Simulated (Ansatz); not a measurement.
```xyz
7

N    -0.779   -1.233   -0.076
P    -0.242    0.069   -1.052
Zn    0.723    1.585    0.350
F     1.382    2.790    1.456
H    -1.779   -1.264    0.040
H    -0.302   -1.479    0.776
H     0.997   -0.468   -1.495
```

The species carries charge 0 and has multiplicity 1.

Task: List the ωB97M-V/def2-TZVPP orbital energies in eV (the Gaussian-basis code of Ansatz). (Estimate.)

Result: Computed: Occupied: -9465.71, -2105.86, -1156.91, -1017.37, -1017.35, -1017.25, -675.46, -394.81, -183.28, -136.81, -131.93, -131.89, -131.82, -92.20, -92.17, -92.04, -33.22, -27.34, -20.04, -17.63, -17.55, -17.54, -17.46, -17.46, -16.84, -14.29, -13.38, -12.81, -12.47, -12.42, -10.01, -8.98. Lowest empty: 0.38, 0.72, 1.10, 2.39, 3.16, 3.41, 4.08, 4.26.
